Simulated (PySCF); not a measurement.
Zr (SMILES [Zr]), triplet (core potentials on Zr); MN15/def2-TZVP (PySCF).

PySCF was given this input:
```python
from pyscf import gto, scf, dft

mol = gto.Mole()
mol.atom = '''
    Zr    0.00000000    0.00000000    0.00000000
'''
mol.basis = 'def2-tzvp'
mol.ecp = {'Zr': 'def2-tzvp'}
mol.spin = 2
mol.verbose = 4
mol.build()

mf = dft.UKS(mol)
mf.xc = 'mn15'
mf.grids.atom_grid = (30, 110)
mf.kernel()
```

Output, abridged:

```
PySCF version 2.14.0

[INPUT] verbose = 4
[INPUT] num. atoms = 1
[INPUT] num. electrons = 12
[INPUT] charge = 0
[INPUT] spin (= nelec alpha-beta = 2S) = 2
[INPUT] symmetry False subgroup None
[INPUT] Mole.unit = angstrom
[INPUT] Symbol           X                Y                Z      unit          X                Y                Z       unit  Magmom
[INPUT]  1 Zr     0.000000000000   0.000000000000   0.000000000000 AA    0.000000000000   0.000000000000   0.000000000000 Bohr   0.0

nuclear repulsion = 0
number of shells = 14
number of NR pGTOs = 60
number of NR cGTOs = 40
basis = def2-tzvp
ecp = {'Zr': 'def2-tzvp'}

******** <class 'pyscf.dft.uks.UKS'> ********
method = UKS
initial guess = minao
damping factor = 0
level_shift factor = 0
DIIS = <class 'pyscf.scf.diis.CDIIS'>
diis_start_cycle = 1
diis_space = 8
diis_damp = 0
SCF conv_tol = 1e-09
SCF conv_tol_grad = None
SCF max_cycles = 50
direct_scf = True
direct_scf_tol = 1e-13
number electrons alpha = 7  beta = 5
XC library pyscf.dft.libxc version 7.1.2
    S. Lehtola, C. Steigemann, M. J. T. Oliveira, and M. A. L. Marques,  SoftwareX 7, 1–5 (2018)
XC functionals = mn15
    H. S. Yu, X. He, S. L. Li, and D. G. Truhlar,  Chem. Sci. 7, 5032–5051 (2016)
    H. S. Yu, X. He, S. L. Li, and D. G. Truhlar,  Chem. Sci. 7, 5032–5051 (2016)
radial grids:
    Treutler-Ahlrichs [JCP 102, 346 (1995); DOI:10.1063/1.469408] (M4) radial grids

becke partition: Becke, JCP 88, 2547 (1988); DOI:10.1063/1.454033
pruning grids: <function nwchem_prune>
grids dens level: 3
symmetrized grids: False
atomic radii adjust function: <function treutler_atomic_radii_adjust>
User specified grid scheme (30, 110)
small_rho_cutoff = 0
Set gradient conv threshold to 3.16228e-05
tot grids = 2424
init E= -41.4433218012135

cycle= 1 E= -46.7131194790219  delta_E= -5.27  |g|= 0.417  |ddm|=  2.5
cycle= 2 E= -46.7814175166938  delta_E= -0.0683  |g|= 0.257  |ddm|= 1.73
cycle= 3 E= -46.8140185961045  delta_E= -0.0326  |g|= 0.00509  |ddm|= 0.48
cycle= 4 E= -46.8141118524844  delta_E= -9.33e-05  |g|= 0.00199  |ddm|= 0.0847
cycle= 5 E= -46.8141271901944  delta_E= -1.53e-05  |g|= 0.00078  |ddm|= 0.0251
cycle= 6 E= -46.8141350966184  delta_E= -7.91e-06  |g|= 0.000725  |ddm|= 0.00774
cycle= 7 E= -46.8141383296627  delta_E= -3.23e-06  |g|= 0.000733  |ddm|= 0.00207
cycle= 8 E= -46.8140991689503  delta_E= 3.92e-05  |g|= 0.000647  |ddm|= 0.0265
cycle= 9 E= -46.8140890407833  delta_E= 1.01e-05  |g|= 0.000609  |ddm|= 0.00993
cycle= 10 E= -46.8140903061099  delta_E= -1.27e-06  |g|= 0.000582  |ddm|= 0.00532
cycle= 11 E= -46.8141108874293  delta_E= -2.06e-05  |g|= 0.000509  |ddm|= 0.0193
cycle= 12 E= -46.8141305295214  delta_E= -1.96e-05  |g|= 0.000458  |ddm|= 0.0187
cycle= 13 E= -46.8141510355117  delta_E= -2.05e-05  |g|= 0.000394  |ddm|= 0.0213
cycle= 14 E= -46.8141745687391  delta_E= -2.35e-05  |g|= 0.00028  |ddm|= 0.0331
cycle= 15 E= -46.8141827658795  delta_E= -8.2e-06  |g|= 0.00021  |ddm|= 0.0195
cycle= 16 E= -46.8141855180793  delta_E= -2.75e-06  |g|= 0.000192  |ddm|= 0.00979
cycle= 17 E= -46.8141858268658  delta_E= -3.09e-07  |g|= 0.000197  |ddm|= 0.00176
cycle= 18 E= -46.8141855137565  delta_E= 3.13e-07  |g|= 0.000187  |ddm|= 0.00213
cycle= 19 E= -46.8141839145403  delta_E= 1.6e-06  |g|= 0.000158  |ddm|= 0.00978
cycle= 20 E= -46.8141840399123  delta_E= -1.25e-07  |g|= 0.00016  |ddm|= 0.00129
cycle= 21 E= -46.8141840594676  delta_E= -1.96e-08  |g|= 0.000159  |ddm|= 0.000998
cycle= 22 E= -46.8141841677317  delta_E= -1.08e-07  |g|= 0.00016  |ddm|= 0.00206
cycle= 23 E= -46.814183234535  delta_E= 9.33e-07  |g|= 0.000151  |ddm|= 0.00443
cycle= 24 E= -46.8141823602315  delta_E= 8.74e-07  |g|= 0.000138  |ddm|= 0.00298
cycle= 25 E= -46.8141805326104  delta_E= 1.83e-06  |g|= 0.000105  |ddm|= 0.00797
cycle= 26 E= -46.8141801546479  delta_E= 3.78e-07  |g|= 8.47e-05  |ddm|= 0.00354
cycle= 27 E= -46.8141801161383  delta_E= 3.85e-08  |g|= 7.71e-05  |ddm|= 0.00282
cycle= 28 E= -46.8141802895983  delta_E= -1.73e-07  |g|= 6.84e-05  |ddm|= 0.00241
cycle= 29 E= -46.8141804172557  delta_E= -1.28e-07  |g|= 6.65e-05  |ddm|= 0.00123
cycle= 30 E= -46.8141804982355  delta_E= -8.1e-08  |g|= 6.85e-05  |ddm|= 0.000674
cycle= 31 E= -46.8141802183342  delta_E= 2.8e-07  |g|= 5.58e-05  |ddm|= 0.00325
cycle= 32 E= -46.814180031628  delta_E= 1.87e-07  |g|= 3.53e-05  |ddm|= 0.00396
cycle= 33 E= -46.8141799795948  delta_E= 5.2e-08  |g|= 2.3e-05  |ddm|= 0.00278
cycle= 34 E= -46.8141799770986  delta_E= 2.5e-09  |g|= 2.06e-05  |ddm|= 0.000517
cycle= 35 E= -46.8141799800979  delta_E= -3e-09  |g|= 2.09e-05  |ddm|= 0.000166
cycle= 36 E= -46.8141799810241  delta_E= -9.26e-10  |g|= 2.1e-05  |ddm|= 0.000133
Extra cycle  E= -46.8141799857377  delta_E= -4.71e-09  |g|= 2.21e-05  |ddm|= 0.000107
converged SCF energy = -46.8141799857377  <S^2> = 2.000417  2S+1 = 3.000278
```
